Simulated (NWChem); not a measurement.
C2H7B; SMILES CCB

```xyz
10

B     -0.2890    -1.4312     0.0273
H      0.2863    -2.4790     0.2265
H     -1.4782    -1.4650    -0.2096
C      0.5114    -0.1003    -0.0175
C     -0.2431     1.2222     0.0247
H      1.0159    -0.2261    -1.0065
H      1.3601    -0.1184     0.6891
H     -0.7108     1.3805     1.0090
H     -1.0516     1.2464    -0.7224
H      0.4132     2.0858    -0.1658
```
Atoms are numbered in this order, from 1.

Computed with NWChem. Geometry: optimised at PBE0/def2-SVP. B3LYP is NWChem's, with the RPA form of VWN correlation. Vertical excitations in the gas phase; the lowest state need not have the same character in each row.

### Question
Order these by “lowest excitation, singlet (eV)”, lowest first: B3LYP/def2-SVP, full TDDFT; PBE/def2-SVP, full TDDFT; BHandHLYP/def2-SVP, full TDDFT.

### Answer
PBE/def2-SVP, full TDDFT (5.32), B3LYP/def2-SVP, full TDDFT (5.73), BHandHLYP/def2-SVP, full TDDFT (6.16)
